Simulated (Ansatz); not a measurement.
AlAsClH5Si, SMILES `[AlH2][SiH](Cl)[AsH2]`, relaxed with RKS PBE-D4/def2-SVP in Ansatz from a rough embedded geometry. The force threshold is 0.03 eV/Å; the program also tests the step.

Charge 0, multiplicity 1.

Start:

```xyz
9

Al   -0.816   -0.952   -1.468
Si   -0.068   -0.365    0.624
Cl    1.819   -1.161    0.888
As    0.063    1.907    0.840
H    -2.315   -0.470   -1.981
H     0.036   -1.879   -2.479
H    -0.963   -0.901    1.676
H     1.284    1.975   -0.139
H     0.959    1.847    2.040
```

(1) How much energy does the relaxation release, and in how many steps? (An estimate is asked.)

(2) Which bonds change most? (Best estimate.)

(3) Give the relaxed structure. (An estimate is asked.)

## Answers

(1) Ansatz gave: 28.14 kJ/mol, in 4 steps.

(2) Computed: Al1–Si2 from 2.298 to 2.462 Å; Si2–As4 from 2.286 to 2.400 Å; Al1–H5 from 1.656 to 1.604 Å; Si2–Cl3 from 2.065 to 2.111 Å.

(3) Ansatz gave: 
```xyz
9

Al   -0.880   -1.027   -1.584
Si   -0.031   -0.387    0.636
Cl    1.851   -1.292    0.944
As    0.054    2.000    0.868
H    -2.322   -0.498   -2.044
H     0.012   -1.920   -2.569
H    -0.926   -0.846    1.764
H     1.250    2.083   -0.099
H     0.992    1.887    2.084
```
